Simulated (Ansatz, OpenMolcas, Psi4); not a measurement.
## How methods differ on InNH4 (SMILES [NH2][InH2])

InNH4: 6 atoms, total charge 0, spin state singlet. SMILES: `[NH2][InH2]`. The shape is that of a PBE0-D4/def2-TZVP optimisation.

```xyz
6

N    -0.0922   -1.0605    0.0366
In    0.0953    0.9359   -0.0483
H    -0.5980   -1.5529    0.7534
H     0.3119   -1.6973   -0.6293
H     1.0125    1.5205   -1.3707
H    -0.6874    1.7903    1.2121
```

Each level gives the energy change with the N1–H4 bond stretched from 1.006 to 1.157 Å (eV). The values are calculated.

| level | kind | program | value (eV) | CPU time (all runs) |
| --- | --- | --- | --- | --- |
| HF/def2-SVP (core potential) (restricted) | Hartree–Fock | Ansatz | 0.46 | 4.4 s |
| BLYP/def2-SVP (core potential) (restricted) | GGA | Psi4 | 0.28 | 25 s |
| B3LYP/def2-SVP (core potential) (restricted) | global hybrid | Ansatz | 0.34 | 11 s |
| wB97M-V/def2-SVP (core potential) (restricted) | range-separated hybrid | Ansatz | 0.36 | 1.8 min |
| B2PLYP/def2-SVP (core potential) (restricted) | double hybrid | OpenMolcas | 0.35 | 31 s |
| B2PLYP/def2-SVP (core potential, density fitting for correlation) (restricted) | double hybrid | Psi4 | 0.35 | 31 s |
| BCCD(T)/def2-SVP (core potential) (restricted) | coupled cluster or CI | Ansatz | 0.34 | 25 s |
| CCSD/def2-SVP (core potential) (restricted) | coupled cluster or CI | Psi4 | 0.36 | 16 s |

The first shape isn't each level's own minimum. The values span 0.28 to 0.46 eV. In the correlated wave-function rows the outer d shell of In is correlated, in sets not made for it. Times are those of the runs behind each value, whatever else they computed, on shared processors of several kinds: orders of magnitude only.
